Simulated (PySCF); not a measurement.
# Computed properties of C₂H₆N₂OSi, SMILES CN[SiH2]N=C=O

C2H6N2OSi, SMILES O=C=N[SiH2]NC. Coordinates come from a B3LYP-D3(BJ)/def2-SVP optimisation. This is a generated structure with no PubChem entry under its InChIKey; it may be hypothetical. The values are those of a single conformer. All values are computed for the isolated molecule unless a solvent is named; none is compared with measurement here.

**Structure.** All 30 harmonic modes at B3LYP-D3(BJ)/def2-SVP (PySCF) are real, so it is a minimum. With heavy atoms numbered as in [CH3:1][NH:2][SiH2:3][N:4]=[C:5]=[O:6], the shortest bond between them is C5–O6 at 1.174 Å and the longest Si3–N4 at 1.740 Å.

**Vibrations.** The strongest infrared lines (harmonic, unscaled, degenerate partners summed) lie at 2447 cm⁻¹ (1445 km/mol, C 69 %, N 19 %, O 11 %), 932 cm⁻¹ (298 km/mol, H 92 %), 932 cm⁻¹ (244 km/mol, H 86 %, Si 13 %). The softest mode is at 39 cm⁻¹ and the zero-point energy is 53.9 kcal/mol.

**Electronic structure.** CAM-B3LYP/def2-TZVP (PySCF) places the frontier levels at -8.72 and 1.17 eV, a gap of 9.89 eV, and gives a dipole moment of 2.90 D and a mean polarisability of 64.5 bohr³. PBE/def2-TZVP (PySCF) at the same geometry gives -5.92 and -0.66 eV, so its gap is 4.63 eV narrower. An orbital gap is neither the optical nor the fundamental gap.

**Excitations.** TDA-CAM-B3LYP/def2-SVPD (PySCF) has S1 at 6.30 eV (197 nm, f = 0.018, weak); the most intense of the 10 singlets computed lies at 7.49 eV (f = 0.03). T1 (TDA) is at 5.97 eV, 0.33 eV under S1. TDA-PBE/def2-SVPD (PySCF) puts S1 at 5.34 eV. No vertical singlet excitation falls in the visible range (under 3.1 eV).

**NMR.** GIAO shifts at KT2/pcSseg-1 (PySCF) (non-relativistic, atoms alike by connectivity averaged): ¹³C from 36.1 to 118.6 ppm against TMS; ¹H from 1.1 to 5.1 ppm against TMS; ²⁹Si at -58.2 ppm against TMS.

**Solvation.** SMD-B3LYP/def2-SVP (PySCF) gives 2.3 kcal/mol in water, -2.7 kcal/mol in tetrahydrofuran, -0.4 kcal/mol in methanol (1 M in both phases, gas-phase geometry); of these solvents tetrahydrofuran holds the molecule best.
